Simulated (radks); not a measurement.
Values are calculated unless marked as measured or tabulated.
Problem. All-electron atom: the copper ion Cu16+ in [Ne] 3s2 3p1. Code: a radial shooting solver on a logarithmic mesh with Libxc functionals. Model: scalar-relativistic Kohn-Sham, r2SCAN, spin-unpolarised, spherical densities, finite nucleus; meta-GGA in the generalised Kohn-Sham scheme; Fermi nuclear charge, rms radius 3.8823 fm. Some entries of the table are withheld. Estimate them.

orbital,occ.,eigenvalue (eV),r(max) (bohr),<r> (bohr)
1s,2,-9464.016,0.03411,0.05213
2s,2,-1637.310,0.1954,0.2320
2p,6,-1492.633,0.1573,0.2034
3s,2,(1),(2),(3)
3p,1,-532.9456,0.5447,0.5890
3d,0,-467.9304,0.4542,0.5389
4s,0,-278.2946,1.146,(4)

Solution. 
(1) 3s eigenvalue (eV): -578.9045
(2) 3s r(max) (bohr): 0.5571
(3) 3s <r> (bohr): 0.5976
(4) 4s <r> (bohr): 1.160
